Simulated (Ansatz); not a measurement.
Cost and result for the atomization energy of C2H7BOSi, SMILES `B/C=C/O[SiH3]` (12 atoms, 11 bonds).

```
atom    x (Å)    y (Å)    z (Å)
  B1   1.8723  -1.1692   1.4766
  C2   0.4773  -0.5992   1.3415
  C3   0.1077  -0.0885   0.1534
  O4  -1.0948   0.4409  -0.0835
 Si5  -1.5874   1.0822  -1.5438
  H6   2.2688  -1.6392   2.5034
  H7   2.6036  -1.1491   0.5245
  H8  -0.2558  -0.5721   2.1439
  H9   0.8061  -0.0908  -0.6862
 H10  -0.6940   2.2060  -1.9202
 H11  -1.5328   0.0330  -2.5920
 H12  -2.9710   1.5461  -1.3177
```

Total charge 0; spin multiplicity 1. Geometry: relaxed with PBE0-D4/def2-TZVP. It is one conformer, not always the lowest. Program: Ansatz. All runs use 4 threads of an Arm Neoverse V1 on a shared host. Times are those of one run each, without the atoms' runs, and a repeat can differ threefold. Electronic energies, without spin–orbit coupling; frozen cores. CCSD(T)/CBS adds CCSD(T) − MP2 in def2-TZVPP to the MP2 limit, and its time is that of the two runs behind it. T1 = 0.013. B3LYP takes the VWN-RPA correlation (the form of Gaussian; ORCA's B3LYP/G).

CCSD(T)/CBS is a level of theory with its own doubt, some kJ/mol a heavy atom from the limit and from the frozen cores, so smaller differences don't rank the functionals.

```
                             level  functions  wall time  atomization (kJ/mol)  difference from CCSD(T)/CBS  per bond
   PBE-D4/def2-TZVPP (with forces)        264      2.5 s                4580.6                         78.1       7.1
                PBE0-D4/def2-TZVPP        264      2.9 s                4514.1                         11.6       1.1
 B3LYP-D4/def2-TZVPP (with forces)        264      4.5 s                4527.9                         25.4       2.3
r2SCAN-D4/def2-TZVPP (with forces)        264      4.9 s                4534.8                         32.3       2.9
                 B2PLYP/def2-TZVPP        264      5.5 s                4479.8                        -22.7      -2.1
                ωB97X-V/def2-TZVPP        264        8 s                4523.9                         21.4       1.9
  ωB97M-V/def2-TZVPP (with forces)        264       12 s                4527.6                         25.1       2.3
                    MP2/def2-QZVPP        508       23 s                4526.8                         24.3       2.2
                CCSD(T)/def2-TZVPP        264    2.7 min                4396.7                       -105.8      -9.6
                 CCSD(T)/CBS(def2)          –    3.1 min                4502.5                          0.0       0.0
```

From PBE to PBE0 (25 % exact exchange), in def2-TZVPP and without D4, the atomization energy moves by −63.1 kJ/mol: exact exchange takes away binding that semilocal exchange gives to molecules. In def2-TZVPP, CCSD(T) changes the Hartree–Fock value by +994.1 kJ/mol (the triples alone add +60.1 kJ/mol) and MP2 by +1061.2 kJ/mol; breaking electron pairs costs correlation energy, which Hartree–Fock lacks. The D4 term adds +34.7 kJ/mol with B3LYP and +18.3 kJ/mol with PBE0; it sums over pairs of atoms, weighted by their polarisabilities, and B3LYP, whose exchange is more repulsive, gets the larger term.
